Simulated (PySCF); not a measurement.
# Reading the logs of faulty runs: GeH5NSi2

These are calculations, not measurements. They come from PySCF 2.14.0, an open-source quantum chemistry program, on an isolated molecule that a program drew, which may never have been made. The molecule is GeH5NSi2 (charge 0, singlet), drawn as the SMILES string `N=[SiH][Ge][SiH3]`.

Each row is a Hartree-Fock (HF) and frozen-core CCSD(T) single point in the cc-pV(D+d)Z basis, meant for a local HF minimum. Run 1 is clean. Each other run has one planted mistake out of seven kinds, and not every kind appears here: one electron removed, one electron added, multiplicity raised by two, geometry at a saddle point, minimal basis STO-3G, one bond length entered in bohr, all coordinates scaled. The reference is restricted for singlets and unrestricted otherwise, and also for a bond in bohr. Adding or removing an electron swaps singlet and doublet. Electrons count all cores. HOMO and LUMO are orbital energies over both spins, the gradient is its largest component, and the lowest frequency (negative if imaginary) is given only where the gradient is small. Bond lengths are over the 8 bonds as drawn. T1 is the CCSD diagnostic: over 0.02 (restricted) or 0.045 (unrestricted) a single reference is doubtful. Germanium has the cc-pVDZ-PP basis, with a core potential (ECP10MDF) in place of its 10 inner electrons, and its 3s, 3p and 3d shells are frozen in CCSD(T).

Geometry of the clean run:
```xyz
9
GeH5NSi2, angstrom
N    -1.2969    1.6193    0.1834
Si    0.2561    1.6718    0.4638
Ge    1.2770   -0.4524    1.1179
Si    1.9882   -0.9814   -1.2028
H    -1.8518    2.4135   -0.0820
H     1.1332    2.8780    0.4209
H     2.9871   -2.0771   -1.2011
H     0.7733   -1.4380   -1.9225
H     2.5727    0.1756   -1.9268
```

| run | electrons | basis functions | <S^2> | HOMO (eV) | LUMO (eV) | gradient (hartree/bohr) | lowest frequency (cm^-1) | mean bond (Å) | longest bond (Å) | T1 | HF (hartree) | CCSD(T) (hartree) | mistake |
|---|---|---|---|---|---|---|---|---|---|---|---|---|---|
| 1 | 72 | 108 | 0.000 | -8.67 | -0.43 | 1.8e-05 | 37 | 1.6821 | 2.484 | 0.0193 | -928.54514 | -929.05838 | no fault |
| 2 | 72 | 108 | 0.000 | -8.71 | -0.66 | 6.1e-02 | - | 1.8218 | 2.690 | 0.0220 | -928.49824 | -929.02968 | all coordinates scaled |
| 3 | 71 | 108 | 1.051 | -13.47 | -6.47 | 8.9e-02 | - | 1.6821 | 2.484 | 0.0693 | -928.27385 | -928.75234 | one electron removed |
| 4 | 72 | 108 | 1.506 | -8.42 | -0.41 | 6.7e-02 | - | 1.7939 | 2.484 | 0.0792 | -928.42394 | -928.91810 | ? |
| 5 | 72 | 108 | 2.233 | -8.13 | -0.72 | 2.9e-02 | - | 1.6821 | 2.484 | 0.0422 | -928.52807 | -929.02452 | ? |

**Which mistake was planted in run 4, and what did it cost?**

The mean bond changes by a factor of 1.066 and the longest by 1.000, so the molecule wasn't scaled as a whole. A length L in bohr read as angstrom grows by (1/0.5292 - 1) L = 0.890 L. The 8 bonds together grew by 8 x 0.1118 = 0.894 Å, which gives L = 1.005 Å. That is bond N1-H5, 1.004 Å in the clean geometry. So the mistake is: one bond length entered in bohr. Subtracting run 1 and multiplying by 627.51 kcal/mol a hartree, the energy moved by 76.1 kcal/mol in HF and 88.0 kcal/mol in CCSD(T).

**Which mistake was planted in run 5, and what did it cost?**

Electrons, basis and geometry are unchanged, and <S^2> is 2.233, beside S(S+1) = 2.00 for a multiplicity of 3. So the mistake is: multiplicity raised by two. Subtracting run 1 and multiplying by 627.51 kcal/mol a hartree, the energy moved by 10.7 kcal/mol in HF and 21.2 kcal/mol in CCSD(T).

Cautions from the logs. Run 2: T1 is over the limit, so its CCSD(T) energy is less reliable; run 3: T1 is over the limit, so its CCSD(T) energy is less reliable; run 4: T1 is over the limit, so its CCSD(T) energy is less reliable.
